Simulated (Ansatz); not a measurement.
Reaction (ligand exchange at the Si–C bond): `[SiH3]C([SiH3])I` + `N=C1C[SiH2]1` → `[SiH3]/N=C1\C[SiH2]1` + `[SiH3]CI`

Gas-phase electronic energies from Ansatz, PBE0-D4/def2-TZVP geometries. CBS: MP2 limit from def2 TZ/QZ plus the TZ coupled-cluster correction, frozen cores. Functionals use def2-TZVPP. B3LYP here is the variant with VWN-RPA as its local correlation; programs differ in this. def2 core potentials past Kr. For I outer-core shells are correlated without core-valence functions, which leaves a few kJ/mol of doubt a bond. One conformer a species, not always the lowest.

| species | B3LYP energy (Eh) |
| --- | --- |
| `[SiH3]C([SiH3])I` | -919.18069 |
| `N=C1C[SiH2]1` | -423.46750 |
| `[SiH3]/N=C1\C[SiH2]1` | -714.20599 |
| `[SiH3]CI` | -628.45715 |

**Question.** Work out ΔE.

**Answer.** ΔE = (-714.20599) + (-628.45715) − (-919.18069) − (-423.46750) = -0.01495 Eh = -39.3 kJ/mol. CCSD(T)/CBS gives -25.6 kJ/mol.

Largest T1 diagnostic among the species: 0.014.

The D4 term adds +5.1 kJ/mol with B3LYP and +2.5 kJ/mol with PBE0; it sums over pairs of atoms, weighted by their polarisabilities, and B3LYP, whose exchange is more repulsive, gets the larger term. In def2-TZVPP, CCSD(T) changes the Hartree–Fock value by +17.3 kJ/mol (the triples alone add +1.6 kJ/mol) and MP2 by +16.5 kJ/mol.
